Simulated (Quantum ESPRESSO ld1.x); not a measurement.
The numbers below are computed, except where a source is named.
The lead ion Pb75+, configuration [He] 2s2 2p3 (the NIST ground configuration). Code: ld1.x of Quantum ESPRESSO 7.5. Model: Dirac Kohn-Sham, OLYP, spin-unpolarised, spherical densities, point nucleus; open shells are shared between the two j in proportion to 2j + 1. Some entries of the table are withheld. Estimate them.

| orbital | occ. | eigenvalue (Ry) | <1/r> (bohr^-1) | <r> (bohr) |
|---|---|---|---|---|
| 1s1/2 | 2 | -7098.22 | 101.6 | 0.01601 |
| 2s1/2 | 2 | -1717.26 | 25.90 | 0.06501 |
| 2p1/2 | 1 | (1) | (2) | (3) |
| 2p3/2 | 2 | (4) | (5) | (6) |

Answer. 
(1) 2p1/2 eigenvalue (Ry): -1688.22
(2) 2p1/2 <1/r> (bohr^-1): 25.74
(3) 2p1/2 <r> (bohr): 0.05307
(4) 2p3/2 eigenvalue (Ry): -1515.18
(5) 2p3/2 <1/r> (bohr^-1): 20.61
(6) 2p3/2 <r> (bohr): 0.06141
